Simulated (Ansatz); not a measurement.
Compare A (`N[C](O)(F)[GeH3]`) with its isomer B (`N[CH](O)[GeH2][F]`).

Isolated molecules relaxed with PBE0-D4/def2-TZVP in Ansatz; ΔE leaves out vibrations. CBS: MP2 limit from def2 TZ/QZ plus the TZ coupled-cluster correction, frozen cores. Functionals use def2-TZVPP. B3LYP here is the variant with VWN-RPA as its local correlation; programs differ in this. For Ge outer-core shells are correlated without core-valence functions, which leaves a few kJ/mol of doubt a bond. Scalar relativity is left out up to krypton. One conformer a species, not always the lowest.

**Question.** Which isomer does CCSD(T)/CBS put lower? Give the gap. (Best estimate.)

**Answer.** Ansatz gave: B, by 100.6 kJ/mol.

**Question.** Give E(B) − E(A) in kJ/mol with B3LYP-D4, ωB97M-V, MP2/def2-TZVPP, CCSD/def2-TZVPP, B2PLYP, HF/def2-TZVPP, PBE0-D4. (An estimate is asked.)

**Answer.** Computed: B3LYP-D4 -97.7, ωB97M-V -92.5, MP2/def2-TZVPP -105.2, CCSD/def2-TZVPP -98.7, B2PLYP -101.2, HF/def2-TZVPP -101.7, PBE0-D4 -92.2. None reverses the order clearly.

Largest T1 diagnostic: 0.012.
